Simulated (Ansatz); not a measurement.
Species: C4H4, SMILES `C=C1C=C1` (charge 0, multiplicity 1).

### Question
Give a relaxed geometry from CAM-B3LYP-D3(BJ)/def2-TZVP in Ansatz (an electronic-structure program).

### Answer
the end point of this relaxation (outside a Z-matrix the atoms follow the SMILES, hydrogens last).
Cartesian coordinates (Å) in one orientation:
```xyz
8

C      1.465    -0.002    -0.053
C      0.145     0.000    -0.005
C     -1.117    -0.595     0.309
C     -1.135     0.598    -0.227
H      2.032    -0.848     0.307
H      2.006     0.843    -0.454
H     -1.676    -1.425     0.703
H     -1.720     1.429    -0.580
```
